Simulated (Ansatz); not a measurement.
Consider the silylene formation by 1,1-elimination: `NC[SiH](F)Br` → `NCF` + `[SiH]Br`.

Isolated molecules relaxed with PBE0-D4/def2-TZVP in Ansatz; ΔE leaves out vibrations. CCSD(T)/CBS is the MP2 limit (def2-TZVPP, def2-QZVPP) plus CCSD(T) − MP2 in def2-TZVPP, frozen cores. Functionals use def2-TZVPP. B3LYP here is the variant with VWN-RPA as its local correlation; programs differ in this. HSE06 is defined as in plane-wave codes. For Br outer-core shells are correlated without core-valence functions, which leaves a few kJ/mol of doubt a bond. Scalar relativity is left out up to krypton. Each species was taken in one conformer, which may not be the lowest.

| level | ΔE (kJ/mol) | difference from CCSD(T)/CBS |
| --- | --- | --- |
| LDA (SPW92) | 372.0 | 1.5 |
| PBE-D4 | 347.5 | -23.0 |
| BLYP-D4 | 334.6 | -35.9 |
| r2SCAN-D4 | 376.8 | 6.3 |
| B97M-V | 361.6 | -8.9 |
| PBE0-D4 | 364.4 | -6.1 |
| B3LYP-D4 | 350.8 | -19.7 |
| r2SCANh-D4 | 379.2 | 8.7 |
| r2SCAN0-D4 | 382.6 | 12.1 |
| BHLYP-D4 | 368.3 | -2.2 |
| CAM-B3LYP-D4 | 362.0 | -8.5 |
| ωB97X-V | 369.5 | -1.0 |
| ωB97M-V | 358.0 | -12.5 |
| PBE | 336.2 | -34.3 |
| revPBE | 318.9 | -51.6 |
| BLYP | 311.0 | -59.5 |
| r2SCAN | 373.8 | 3.3 |
| PBE0 | 354.4 | -16.1 |
| B3LYP | 332.5 | -38.0 |
| r2SCAN0 | 379.0 | 8.5 |
| HSE06 | 354.1 | -16.4 |
| BHLYP | 353.4 | -17.1 |
| CAM-B3LYP | 351.6 | -18.9 |
| LC-ωPBE | 376.1 | 5.6 |
| RPA@PBE/def2-TZVPP | 335.8 | -34.7 |
| HF/def2-SVP | 315.4 | -55.1 |
| MP2/def2-SVP | 353.4 | -17.1 |
| CCSD/def2-SVP | 322.9 | -47.6 |
| CCSD(T)/def2-SVP | 324.0 | -46.5 |
| HF/def2-TZVPP | 343.8 | -26.7 |
| MP2/def2-TZVPP | 385.6 | 15.1 |
| SCS-MP2/def2-TZVPP | 370.0 | -0.5 |
| CCSD/def2-TZVPP | 357.5 | -13.0 |
| CCSD(T)/def2-TZVPP | 359.3 | -11.2 |
| HF/def2-QZVPP | 346.4 | -24.1 |
| MP2/def2-QZVPP | 393.0 | 22.5 |
| SCS-MP2/def2-QZVPP | 377.7 | 7.2 |
| HF/CBS(def2) | 346.8 | -23.7 |
| MP2/CBS(def2) | 396.8 | 26.3 |
| CCSD/CBS(def2) | 368.7 | -1.8 |
| CCSD(T)/CBS | 370.5 | 0 |

Largest T1 diagnostic among the species: 0.011.

The D4 term adds +18.3 kJ/mol with B3LYP and +10.0 kJ/mol with PBE0; it sums over pairs of atoms, weighted by their polarisabilities, and B3LYP, whose exchange is more repulsive, gets the larger term. At CCSD(T), def2-SVP lies −46.5 kJ/mol from the extrapolated value and def2-TZVPP −11.2 kJ/mol.

CCSD(T)/CBS has its own doubt, a few kJ/mol and more with outer-core shells, so smaller differences from it don't rank the levels.
